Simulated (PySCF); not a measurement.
An excited-state job on `C[C@H]1OCCC1=O` (2-methyltetrahydrofuran-3-one).

Computed with TDDFT PBE0/def2-SVPD, vertical, gas phase, core orbitals frozen in the response (PySCF 2.14.0, density-fitted response routines). Geometry: GFN2-xTB. The command runs a driver script over a list of jobs; the input below is this job's line of settings and its coordinates in Å.

Command:
```bash
OMP_NUM_THREADS=1 python probes_run.py task.json out
```

Input:
```
{"job": {"kind": "uv", "xc": "PBE0", "basis": "def2-SVPD", "nstates": 6, "ntriplets": 2}, "charge": 0, "multiplicity": 1}
C      2.032564    -0.203033    -0.299191
C      0.570207     0.086335    -0.612224
O     -0.195523    -1.101982    -0.606641
C     -1.507201    -0.783112    -0.185500
C     -1.360787     0.335554     0.845731
C     -0.077551     1.011565     0.413690
O      0.357810     2.062774     0.790858
H      2.469590    -0.810063    -1.086654
H      2.573946     0.735433    -0.215876
H      2.105232    -0.746234     0.639565
H      0.490792     0.584861    -1.595636
H     -2.104158    -0.435936    -1.042611
H     -1.951787    -1.696074     0.211060
H     -2.196975     1.030711     0.870244
H     -1.210572    -0.062810     1.851272
```

Question: Give the output.

Answer: 
```
coarse grid: 12568 points
cycle   1  E = -344.9451794982  dE =  1.044e+00  |g| = 8.704e-01  |ddm| = 5.400e+00
cycle   2  E = -344.5235329253  dE =  4.216e-01  |g| = 1.720e+00  |ddm| = 3.318e+00
cycle   3  E = -345.0906679852  dE = -5.671e-01  |g| = 1.854e-01  |ddm| = 2.488e+00
cycle   4  E = -345.0971144875  dE = -6.447e-03  |g| = 8.349e-02  |ddm| = 3.070e-01
cycle   5  E = -345.0983451253  dE = -1.231e-03  |g| = 2.356e-02  |ddm| = 1.150e-01
cycle   6  E = -345.0984582972  dE = -1.132e-04  |g| = 4.982e-03  |ddm| = 3.626e-02
cycle   7  E = -345.0984631653  dE = -4.868e-06  |g| = 9.425e-04  |ddm| = 8.594e-03
final grid: 121432 points
cycle   8  E = -345.1609606299  dE = -1.479e-05  |g| = 1.504e-02  |ddm| = 1.069e-01
cycle   9  E = -345.1608555723  dE =  1.051e-04  |g| = 2.787e-02  |ddm| = 4.771e-02
cycle  10  E = -345.1610036554  dE = -1.481e-04  |g| = 2.812e-03  |ddm| = 3.175e-02
cycle  11  E = -345.1610051989  dE = -1.543e-06  |g| = 3.855e-04  |ddm| = 3.154e-03
cycle  12  E = -345.1610052244  dE = -2.548e-08  |g| = 1.508e-04  |ddm| = 7.444e-04
cycle  13  E = -345.1610052293  dE = -4.986e-09  |g| = 2.024e-05  |ddm| = 2.592e-04
cycle  14  E = -345.1610052294  dE = -1.010e-10  |g| = 6.186e-06  |ddm| = 6.362e-05
converged SCF energy = -345.1610052294

Static polarisability (au): isotropic 63.681, principal 53.733 64.843 72.465

Singlet excitations
state   eV       nm        f      main configurations
  1   4.2126    294.3   0.00009   H->L 0.93
  2   5.7086    217.2   0.00941   H-1->L 0.94
  3   6.7773    182.9   0.01211   H->L+1 0.97
  4   7.4016    167.5   0.01756   H-1->L+1 0.52, H->L+2 0.35
  5   7.5205    164.9   0.00622   H->L+2 0.60, H-1->L+1 0.36
  6   7.5945    163.3   0.01441   H->L+3 0.65, H-2->L 0.25

Triplet excitations (Tamm-Dancoff, eV): 3.6640 5.4921
```

The SCF starts on a coarse grid where the log names one; the energy can jump when the final grid takes over, and dE then counts from the start density on the new grid. H and L stand for HOMO and LUMO; the number after each pair is its weight.

Question: Which computed singlet has the largest oscillator strength, and what do all of them sum to?

Answer: State 4 at 7.40 eV (168 nm), f = 0.018; the 6 states sum to 0.060.

Main results: HOMO -7.26 eV, LUMO -0.91 eV; lowest singlet 4.21 eV; lowest triplet 3.66 eV (Tamm–Dancoff); mean polarisability 63.7 au.

Question: Estimate the wall time. Hardware: Arm Neoverse V2, one thread, no GPU (shared host). And the peak memory of the process?

Answer: About 31 s, with 0.86 GiB resident at the peak, the Python interpreter and its libraries included.

One conformer stands for the species.
Labels such as C1 count atoms from 1, the log's own numbers from 0.
